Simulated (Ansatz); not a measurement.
Calculated with Ansatz (gas phase, PBE0-D4/def2-TZVP geometries, no zero-point term in ΔE). CCSD(T)/CBS adds triple-zeta CCSD(T) − MP2 to the extrapolated MP2 energy (def2 sets, frozen cores). This one scheme is used for every species. DFT in def2-TZVPP. B3LYP here is the variant with VWN-RPA as its local correlation; programs differ in this. One conformer a species, not always the lowest.

Reaction (ligand exchange at the Si–N bond): `O[SiH](O)N[SiH](F)F` + `O[SiH2]F` → `F[SiH2]O[SiH](F)F` + `N[SiH](O)O`

(1) Is it downhill or uphill in electronic energy at CCSD(T)/CBS, and by how much? (Best estimate.)

(2) What do these levels give: B3LYP-D4, PBE, PBE0, B3LYP, SCS-MP2/def2-TZVPP, CCSD/CBS(def2)? (An estimate is asked.)

Largest T1 diagnostic among the species: 0.012.

Results:

(1) The calculation gave: Downhill: ΔE = -52.3 kJ/mol.

(2) The calculation gave: B3LYP-D4 -51.9, PBE -46.2, PBE0 -48.6, B3LYP -56.0, SCS-MP2/def2-TZVPP -54.4, CCSD/CBS(def2) -54.6 kJ/mol.

In def2-TZVPP, CCSD(T) changes the Hartree–Fock value by +13.7 kJ/mol (the triples alone add +2.3 kJ/mol) and MP2 by +14.1 kJ/mol. The D4 term adds +4.1 kJ/mol with B3LYP and +2.3 kJ/mol with PBE0; it sums over pairs of atoms, weighted by their polarisabilities, and B3LYP, whose exchange is more repulsive, gets the larger term.
